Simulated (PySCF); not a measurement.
# Excitation energy of P+ by level of theory

P+ [Ne] 3s2 3p2 (3P) → P+ [Ne] 3s1 3p2 4s1 (5P), as a difference of total energies. Computed with PySCF 2.14 in aug-cc-pVTZ-DK, with scalar relativity by spin-free X2C-1e. Correlated levels: valence: [Ne] frozen. The calculations carry no spin-orbit coupling.

```tsv
method	excitation energy (eV)
UHF	15.827
MP2 (valence)	17.047
SCS-MP2 (valence)	17.464
CCSD (valence)	17.365
CCSD(T) (valence)	17.414
```

How much does correlation contribute at CCSD(T) (valence)?

17.414 − (15.827) = 1.587 eV, measured against UHF.

The promoted electron is Rydberg-like, and one or two diffuse shells describe it only roughly, which tends to raise the upper state.

The coupled-cluster amplitudes are large for the upper state (T1 above 0.03 or a double amplitude above 0.15), so a single reference is strained.
